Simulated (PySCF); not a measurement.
A structure optimised at PBE-D3(BJ)/def2-SVP, used in a PySCF frequency run:

```xyz
9

C     -1.4020    -1.1941     0.0000
C     -0.0990    -0.8731     0.0000
F      0.8609    -1.8379     0.0000
Si     0.6038     0.8770     0.0000
F     -0.6833     1.8954     0.0000
H     -2.1502    -0.3886     0.0000
H     -1.7391    -2.2428     0.0000
H      1.4221     1.1194    -1.2324
H      1.4221     1.1194     1.2324
```

Question: Write its SMILES, formula and point group.

Answer: C=C(F)[SiH2]F, C2H4F2Si, Cs

Question: What are its rotational constants (standard atomic weights)?

Answer: 7.1378, 2.6312, 1.9684 GHz
